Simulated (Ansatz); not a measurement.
Reaction (substitution at a C–C bond): `C[C@@H]1O[C@H]1F` + `[OH][In]([OH])[O][SiH3]` → `C[O][In]([OH])[O][SiH3]` + `FC1CO1`

Program: Ansatz. Geometries: PBE0-D4/def2-TZVP. ΔE: electronic, gas phase. CBS: MP2 limit from def2 TZ/QZ plus the TZ coupled-cluster correction, frozen cores. DFT in def2-TZVPP. B3LYP here is the variant with VWN-RPA as its local correlation; programs differ in this. Elements past krypton have def2 core potentials. For In outer-core shells are correlated without core-valence functions, which leaves a few kJ/mol of doubt a bond. Each species was taken in one conformer, which may not be the lowest.

(1) Is it downhill or uphill in electronic energy at CCSD(T)/CBS, and by how much? (Best estimate.)

(2) What do these levels give: B97M-V, r2SCAN0-D4, PBE, B3LYP, r2SCAN0, BHLYP, LC-ωPBE, MP2/def2-SVP, SCS-MP2/def2-TZVPP, CCSD/def2-TZVPP, SCS-MP2/def2-QZVPP, MP2/CBS(def2)? (Best estimate.)

Largest T1 diagnostic among the species: 0.016.

## Answers

(1) Ansatz gave: Uphill: ΔE = +83.9 kJ/mol.

(2) Ansatz gave: B97M-V 81.1, r2SCAN0-D4 83.3, PBE 80.7, B3LYP 77.5, r2SCAN0 84.1, BHLYP 78.8, LC-ωPBE 84.4, MP2/def2-SVP 79.7, SCS-MP2/def2-TZVPP 82.0, CCSD/def2-TZVPP 80.7, SCS-MP2/def2-QZVPP 83.8, MP2/CBS(def2) 90.3 kJ/mol.

Leaving LDA and LC-ωPBE aside and taking each functional with its dispersion term where it has one, the values, not all of them listed here, spread over 13.4 kJ/mol, from BLYP-D4 to PBE-QIDH. LDA lies +4.9 kJ/mol from PBE without D4. In def2-TZVPP, CCSD(T) changes the Hartree–Fock value by +6.6 kJ/mol (the triples alone add +0.3 kJ/mol) and MP2 by +13.0 kJ/mol.
